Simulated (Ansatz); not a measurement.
```xyz
17

Si    1.537   -1.261    1.226
Si   -0.001    0.000    0.000
Si    0.776    2.193   -0.201
Si   -2.061    0.002    1.102
Si   -0.253   -0.934   -2.126
H     2.854   -1.278    0.535
H     1.717   -0.676    2.582
H     1.056   -2.661    1.371
H    -0.189    3.012   -0.983
H     2.091    2.210   -0.898
H     0.942    2.806    1.145
H    -3.049    0.816    0.345
H    -1.915    0.576    2.466
H    -2.581   -1.387    1.222
H    -0.759   -2.329   -2.020
H    -1.219   -0.136   -2.929
H     1.054   -0.954   -2.837
```

The species carries charge 0 and has multiplicity 1.

Question: List the PBE/def2-TZVPP orbital energies in eV (Ansatz 0.2.0). (Best estimate.)

Answer: Ansatz gave: Occupied: -1779.68, -1779.68, -1779.68, -1779.68, -1779.55, -137.45, -137.45, -137.45, -137.45, -137.34, -94.18, -94.18, -94.18, -94.18, -94.17, -94.17, -94.17, -94.17, -94.17, -94.17, -94.17, -94.17, -94.06, -94.06, -94.06, -14.72, -13.27, -13.27, -13.27, -10.92, -8.93, -8.93, -8.93, -8.65, -8.65, -8.44, -8.44, -8.44, -6.97, -6.97, -6.97. Lowest empty: -1.16, -1.16, -1.10, -1.09, -1.09, -0.87, 0.19, 0.43.
